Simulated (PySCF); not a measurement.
Se(Et)(OMe) (C₃H₈OSe), SMILES CC[Se]OC. The structure is a stationary point at PBE-D3(BJ)/def2-SVP. The values are those of a single conformer.

**Question.** Give the equilibrium geometry at PBE-D3(BJ)/def2-SVP (PySCF confirms it by a frequency run) as a Z-matrix. (Estimate from the structure and the level; the computed values follow.)

**Answer.** Several could match; the one computed here: 
```
C
H 1 1.1079
H 1 1.1083 2 108.21
H 1 1.1107 2 107.47 3 116.83
C 1 1.5219 2 110.41 4 120.77
H 5 1.1087 1 111.90 2 -60.40
H 5 1.1123 6 107.21 1 123.68
Se 5 1.9658 6 106.81 7 109.87
O 8 1.8514 5 96.98 6 62.53
C 9 1.4205 8 114.50 5 106.72
H 10 1.1110 9 105.77 8 -179.17
H 10 1.1141 11 108.67 9 -121.73
H 10 1.1142 11 108.12 12 -117.07
```
